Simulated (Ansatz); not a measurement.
Frontier orbitals of `[F][AlH][SbH2]`.

```tsv
atom	x (Å)	y (Å)	z (Å)
F1	1.111	-1.611	1.293
Al2	-0.199	-0.894	0.584
Sb3	0.294	0.626	-1.512
H4	-1.612	-1.248	1.199
H5	-0.996	1.635	-1.022
H6	1.403	1.491	-0.541
```

Charge 0, multiplicity 1. Correlated methods include outer-core shells of Sb, which these sets cover unevenly. Sb takes the def2 core potential. The structure was optimised at the PBE0-D4/def2-TZVP level. Basis def2-TZVPP, the Gaussian-basis code of Ansatz.

| functional | HOMO (eV) | LUMO (eV) | gap (eV) |
| --- | --- | --- | --- |
| PBE | -6.20 | -2.23 | 3.97 |
| revPBE | -6.15 | -2.14 | 4.01 |
| BLYP | -6.05 | -2.10 | 3.95 |
| PBE0 | -7.18 | -1.50 | 5.68 |
| r2SCANh | -6.80 | -1.72 | 5.08 |
| r2SCAN0 | -7.34 | -1.35 | 5.99 |
| BHLYP | -8.02 | -0.73 | 7.29 |
| CAM-B3LYP | -8.35 | -0.55 | 7.80 |
| ωB97M-V | -9.11 | 0.15 | 9.26 |

Question: What is the vertical ionisation energy at frozen-core CCSD(T)/def2-TZVPP? (Estimate.)

Answer: Computed: 9.25 eV (T1 of the cation 0.019).

From PBE to PBE0 the HOMO moves by −0.98 eV and the LUMO by +0.73 eV, and with ωB97M-V by −2.90 and +2.38 eV, so the gap grows from 3.97 to 9.26 eV with exact exchange. A positive LUMO is unbound and depends on the basis. −ε(HOMO) differs from that ionisation energy by −3.04 eV with PBE and −0.14 eV with ωB97M-V.
